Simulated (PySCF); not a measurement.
SnO₂, SMILES [O]=[Sn]=[O].

Geometry: r2SCAN-D4/def2-TZVP. The def2 effective core potentials stand for the cores of Sn; spin–orbit coupling is left out.

Calculation: PBE/def2-TZVPD (PySCF).

```yaml
total_energy: -364.60946 hartree
point_group: D∞h
highest_occupied_level: -7.20 eV
lowest_empty_level: -4.25 eV
orbital_gap: 2.95 eV
dipole_moment: 0.000 e·Å
quadrupole, principal values (traceless, Buckingham form, about the centre of nuclear charge): -16.09, 8.04, 8.04 D·Å
mean_static_polarisability: 44.4 bohr³ (6.58 Å³)
polarisability_principal_values: 34.7, 34.7, 63.9 bohr³
```
